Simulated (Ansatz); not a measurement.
C2H10BNSi, SMILES `CCBN[SiH3]`, charge 0, multiplicity 1.

Problem. Give a relaxed structure at PBE0-D4/def2-TZVP (the Gaussian-basis code of Ansatz). (Estimate.)

Solution. The calculation gave: 
```xyz
15

C    -2.1625    0.0478   -1.2896
C    -1.2288    0.8080   -0.3477
B     0.2085    0.1823   -0.2508
N     0.8589   -0.0407    0.9752
Si    2.4520   -0.7009    1.2116
H    -3.1322    0.5419   -1.3885
H    -1.7282   -0.0361   -2.2890
H    -2.3480   -0.9686   -0.9318
H    -1.6936    0.9152    0.6402
H    -1.1042    1.8319   -0.7294
H     0.8040   -0.1202   -1.2522
H     0.3430    0.2130    1.8082
H     3.3269    0.2747    1.9161
H     3.0153   -1.0182   -0.1201
H     2.3888   -1.9300    2.0477
```
This is one stationary point; other conformers may exist.
